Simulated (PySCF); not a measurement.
# Cd⁺: interval between two levels

Cd⁺ [Kr] 4d10 5s1 [2S1/2, M_J = 1/2] → Cd⁺ [Kr] 4d9 5s1 6s1 [4D7/2, M_J = 7/2], as a difference of total energies. Computed with PySCF 2.14 in x2c-SVPall-2c with one added diffuse shell each of s, p, d type (7s10p7d1f, 79 functions), with the two-component X2C-1e Hamiltonian. Correlated levels: [Ar] 3d10 frozen; the 6 highest virtual spinors dropped. "Screened" scales the spin-orbit matrix elements by Boettger's factors to mimic the two-electron term; Breit and QED terms are absent.

| method | interval between two levels (cm⁻¹) |
| --- | --- |
| GHF (spin-free) | 152860 |
| GMP2 (spin-free) | 161180 |
| GHF (screened spin-orbit) | 150470 |
| GMP2 (screened spin-orbit) | 158720 |

The labels give the starting determinants; with spin-orbit coupling the two ends relaxed to ⟨J²⟩ = 0.75, ⟨L²⟩ = 0.02, ⟨S²⟩ = 0.77 and ⟨J²⟩ = 15.76, ⟨L²⟩ = 6.02, ⟨S²⟩ = 3.77.

The promoted electron is Rydberg-like, and one or two diffuse shells describe it only roughly, which tends to raise the upper state.
